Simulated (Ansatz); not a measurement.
`O[SiH2]CC[SiH3]` and `CBC[SiH2]O` differ in one atom or group.

Ansatz, PBE0-D4/def2-TZVP geometries, multiplicity 1. Each molecule was computed in one conformer, which needn't be the lowest.

| property | `O[SiH2]CC[SiH3]` |
| --- | --- |
| HOMO energy (PBE0/def2-TZVPP) / eV | -8.07 |
| HOMO energy (PBE/def2-TZVPP) / eV | -6.71 |
| LUMO energy (PBE0/def2-TZVPP) / eV | 0.23 |
| LUMO energy (ωB97M-V/def2-TZVPP) / eV | 1.84 |
| size of the dipole moment (ωB97M-V/def2-TZVPP) / D | 1.84 |
| size of the dipole moment (B3LYP/def2-TZVPP) / D | 1.84 |

(1) What does the change do to each property? (Estimate.)

## Answers

(1) Ansatz gave: 
```json
{"property": "HOMO energy (PBE0/def2-TZVPP) / eV", "`CBC[SiH2]O`": "-8.56", "shift": "-0.49"}
{"property": "HOMO energy (PBE/def2-TZVPP) / eV", "`CBC[SiH2]O`": "-7.08", "shift": "-0.37"}
{"property": "LUMO energy (PBE0/def2-TZVPP) / eV", "`CBC[SiH2]O`": "-0.87", "shift": "-1.10"}
{"property": "LUMO energy (ωB97M-V/def2-TZVPP) / eV", "`CBC[SiH2]O`": "1.03", "shift": "-0.81"}
{"property": "size of the dipole moment (ωB97M-V/def2-TZVPP) / D", "`CBC[SiH2]O`": "0.89", "shift": "-0.95"}
{"property": "size of the dipole moment (B3LYP/def2-TZVPP) / D", "`CBC[SiH2]O`": "0.89", "shift": "-0.95"}
```

With PBE0 the HOMO falls by 0.49 eV and the LUMO falls by 1.10 eV, so the gap narrows by about 0.61 eV. PBE moves the HOMO by -0.37 eV and ωB97M-V by -0.55 eV. The zero-point energy changes by -12.0 kJ/mol with -3 modes. Dipoles are sizes alone; their direction can turn.

B3LYP here is the variant with VWN-RPA as its local correlation; programs differ in this.
